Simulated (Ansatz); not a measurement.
(CuI)2 ring (Cu₂I₂), relaxed as a singlet with RKS PBE0-D4/def2-SVP in Ansatz, starting from the GFN2-xTB geometry. Force threshold 0.02 eV/Å.

In the def2 sets I takes a core potential; there is no spin–orbit coupling. The relaxation made no stability test and no search for a lower SCF solution.

Start:

```xyz
4

Cu   -0.7459    0.1650    1.0839
I    -1.0860    1.5663   -0.9871
Cu    0.7455   -0.1658   -1.0837
I     1.0863   -1.5655    0.9869
```

Question: Estimate the energy that the relaxation releases and the steps that it takes.

Answer: 3.1 kcal/mol, in 4 steps; 12 s on 4 threads of Arm Neoverse V2 on a shared host. No frequencies were taken in this run, so the end may be a saddle point.

Question: Does the start keep its bonding and symmetry?

Answer: By distances, no bond broke or formed. The bond that changes most is Cu1–I4, from 2.52 to 2.54 Å (atoms count from 1). Point group D2h at the start, D2h at the end, both within 0.05 Å.

Question: Predict the relaxed structure.

Answer: 
```tsv
atom	x (Å)	y (Å)	z (Å)
Cu1	-0.6675	0.1482	0.9698
I2	-1.1390	1.6421	-1.0349
Cu3	0.6674	-0.1482	-0.9698
I4	1.1391	-1.6421	1.0349
```
Bond lengths (bridged metal pairs left out): 4 × Cu–I 2.54 Å.
